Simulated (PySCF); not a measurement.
These compounds are isomers of formula C$_{7}$H$_{12}$F$_{2}$.

A. SMILES FC(F)C1CCCCC1
B. SMILES C=C(C(F)F)C(C)(C)C
C. SMILES C(/CC)(=C\CF)CCF

Spectrum 1. 1H NMR (400 MHz, computed): δ 6.59 (m, 1H), 6.14 (m, 1H), 5.64 (m, 1H), 1.15 (s, 9H). 13C{1H} NMR (computed): δ 162.4 (C), 120.1 (CH2), 117.7 (CH), 36.3 (C), 30.3 (CH3).

Spectrum 2. 1H NMR (400 MHz, computed): δ 6.03 (m, 1H), 1.88 (m, 2H), 1.80 (m, 2H), 1.74 (m, 1H), 1.44 (m, 1H), 1.26 (m, 2H), 1.18 (m, 2H), 1.15 (m, 1H). 13C{1H} NMR (computed): δ 124.8 (CH), 46.5 (CH), 30.2 (CH2), 29.5 (CH2), 28.2 (CH2).

Spectrum 3. 1H NMR (400 MHz, computed): δ 6.14 (m, 1H), 5.38 (m, 2H), 4.68 (m, 2H), 2.24 (m, 2H), 2.08 (q, 2H), 1.13 (t, 3H). 13C{1H} NMR (computed): δ 146.8 (C), 137.1 (CH), 86.7 (CH2), 84.9 (CH2), 36.8 (CH2), 36.0 (CH2), 17.7 (CH3).

All values are calculated (PySCF): geometry from GFN2-xTB, shieldings: GIAO PBE0/pcSseg-1. In vacuum, no relativistic terms, a single conformation, one averaged value for each set of equivalent atoms.

Chemical shifts δ = σref − σ; 1H, 13C against TMS, all at this level. Splittings of carbon signals by F and P are missing where no couplings were computed. Where no couplings were computed, multiplicities follow the n + 1 count of equivalent neighbours, and m marks all less simple cases (inequivalent or close neighbours, rings, F or P nearby). Shifts are as computed. Against solution values, carbons near 30 ppm lie about +3 ppm off and those near 130 ppm about +5 ppm. Of 1211 compounds with measured shifts, 218 miss one by over three times the rms of a fit or turn the order of signals round; such compounds aren't used in these exercises.

Q: Which spectrum belongs to which compound?

A: 1–B, 2–A, 3–C.

- Spectrum 1 (B): 5 13C signals; δC 162.4 is a fully substituted alkene carbon; δC 120.1 is a terminal =CH2 carbon.
- Spectrum 2 (A): 5 13C signals; δC 124.8 is an sp3 CH bonded to 2 F; δC 46.5 is an sp3 CH in a ring.
- Spectrum 3 (C): 7 13C signals; δC 146.8 is a fully substituted alkene carbon; δC 137.1 is an alkene CH.
